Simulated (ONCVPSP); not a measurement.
## What one change does to a pseudopotential (selenium, ONCV)

```
Element                 : Se (Z = 34)
Generator               : ONCVPSP 4.0.1
Type                    : optimised norm-conserving Vanderbilt (ONCV)
Functional              : PBEsol
Relativity              : scalar-relativistic
Frozen core             : [Ar] 3d10
Valence charge          : 6
Reference configuration : 4s1.75 4p4.25
Partial waves           : 4s: rc 1.55 bohr, ncon 3, nbas 8, qcut 4.9 1/bohr, 2 projectors, debl 0.4 Ha; 4p: rc 1.80 bohr, ncon 5, nbas 10, qcut 4.7 1/bohr, 3 projectors, debl 0.5 Ha
Local potential         : polynomial inside 1.40 bohr (lpopt 3, dvloc0 4 Ha)
Core correction         : Teter function fitted to the true core (icmod 2), fcfact 0.35
```

In the s channel the program set the typed energies aside and used -0.643, 0.250 Ha.

Change: p: rc 1.28; local potential polynomial inside 1.28 bohr (lpopt 3, dvloc0 4 Ha).

Cutoffs: the cutoffs (Ha) at which the residual kinetic energy of the hardest occupied pseudo-wave falls to 1 and 0.1 mHa per electron; they do not see the model core or the augmentation charge, which bear on the density cutoff. Errors are all-electron minus pseudo energies relative to the spin-unpolarised reference configuration.

Q: Predict the effect on cutoff, ghosts and configuration errors.

A: The potential gets harder (11 Ha and 34 Ha → 181 Ha and 210 Ha); both files keep a bound ghost (p); of the 4 tests that both files solve, the error grows in 0 and shrinks in 1 by more than 15 % and 0.3 meV (median size 5.5 → 5.2 meV). A smaller radius makes the pseudo-wave follow the all-electron one further in, where it bends more sharply, so more plane waves are needed.

```tsv
quantity	base	changed
cutoff, loose	11 Ha	181 Ha
cutoff, tight	34 Ha	210 Ha
loose cutoff by channel	s 11 Ha, p 9.6 Ha	s 11 Ha, p 181 Ha
bound ghosts	p	p
GHOST(+) flags under 300 eV	none	none
error for 4s2 4p4, meV [ΔE -2.70 eV]	-0.5	-0.3
error for 4s2 4p3, meV [ΔE 8.15 eV]	-1.9	-1.2
error for 4s2 4p2, meV [ΔE 28.52 eV]	-9.0	-9.1
error for 4s2 4p1, meV [ΔE 59.42 eV]	-33	-36
s: phases at 1.57 bohr within 0.05 rad from the reference energy up to (Ha; the scan ends near 5)	4.7	4.5
rms error of d²Exc/dni dnj with the model core, mHa	0.16	0.10
```

 A true bound ghost makes a file unfit for plane-wave use even where its test errors are small: the radial tests pick states by their node count and pass the ghost by.
